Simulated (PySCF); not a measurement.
Molecule: `N[SiH2]C=O`, CH₅NOSi.

Geometry (Å), atoms numbered from 1 in this order:
```xyz
9

N    -1.2785   -0.4532   -0.5245
Si   -0.0731    0.6931   -0.0855
C     1.3844   -0.4097    0.4873
O     2.2701   -0.0412    1.2160
H    -2.1199   -0.1344   -0.9771
H    -1.4925   -1.2255    0.0872
H    -0.3805    1.6395    0.9912
H     0.2921    1.3903   -1.3169
H     1.4115   -1.4528    0.0972
```

Frames of a GFN2-xTB Langevin trajectory at 400 K; GIAO PBE0/pcSseg-1 shieldings in PySCF 2.14, gas phase, non-relativistic; equivalent atoms averaged within each frame.

Chemical shifts δ = σref − σ; NH3 for ¹⁵N (σref 267.73); ²⁹Si (σref 349.16) and ¹³C (σref 186.93) and ¹H (σref 31.72) vs TMS; ¹⁷O (σref 336.08) against H2O, all at this level. The references are static minima.

**Question.** How do the shifts (ppm) fluctuate along the trajectory?

**Answer.** 
```tsv
time (fs)	N1	Si2	C3	O4	H9	H7/H8	H5/H6
optimised geometry	2.8	-58.9	251.7	990.3	12.47	4.64	0.56
250	-9.4	-44.9	230.3	882.3	12.77	4.99	-0.86
425	-0.5	-37.8	251.6	959.6	13.22	4.99	0.96
625	5.3	-42.5	254.5	991.0	12.40	5.18	0.00
800	0.5	-53.2	244.2	939.3	12.69	4.81	0.92
1000	6.0	-62.5	251.0	1012.3	12.53	4.66	2.22
mean of frames	0.4	-48.2	246.3	956.9	12.72	4.93	0.65
standard deviation	6.2	9.8	9.7	50.3	0.31	0.20	1.15
```

5 frames give an uncertainty of the mean of about the standard deviation over 2.2 at best, since frames this close in time may not be independent; classical motion lacks zero-point vibration, and the reference would need the same averaging.
